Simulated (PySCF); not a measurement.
Al(All)(H)2 (C3H7Al), SMILES [AlH2][CH2]C=C.

The structure is a stationary point at B3LYP-D3(BJ)/def2-SVP. The structure was generated by enumeration; whether it is a known compound was not checked. The values are those of a single conformer.

Method: B3LYP-D3(BJ)/def2-SVP run with PySCF.

Frequencies are harmonic and unscaled.

Problem. Give all harmonic wavenumbers and intensities. (An estimate is asked for; the answer gives what the named calculation found.)

Solution. 
```tsv
mode	ν (cm⁻¹)	IR (km/mol)	moving atoms (share of kinetic energy)
1	125	6.2	C 52 %, Al 34 %, H 14 %
2	323	1.6	H 54 %, C 41 %
3	367	7.3	H 94 %
4	427	5.9	H 52 %, C 43 %
5	463	27.6	H 88 %
6	534	24.3	H 35 %, C 33 %, Al 32 %
7	565	89.5	H 77 %, C 13 %, Al 10 %
8	705	29.9	H 77 %, C 21 %
9	748	31.0	H 75 %, C 23 %
10	763	213.9	H 89 %
11	871	86.6	H 76 %, C 23 %
12	925	107.1	H 71 %, C 28 %
13	949	2.2	H 82 %, C 18 %
14	1004	7.8	C 51 %, H 49 %
15	1047	13.7	H 84 %, C 16 %
16	1200	21.4	H 56 %, C 44 %
17	1300	3.6	H 74 %, C 26 %
18	1411	1.2	H 87 %, C 13 %
19	1455	7.6	H 79 %, C 21 %
20	1613	49.5	C 78 %, H 22 %
21	1942	93.5	H 99 %
22	1951	223.7	H 95 %
23	3097	1.0	H 95 %
24	3130	4.4	H 92 %
25	3137	0.4	H 94 %
26	3197	2.6	H 90 %, C 10 %
27	3241	1.5	H 89 %, C 11 %
```
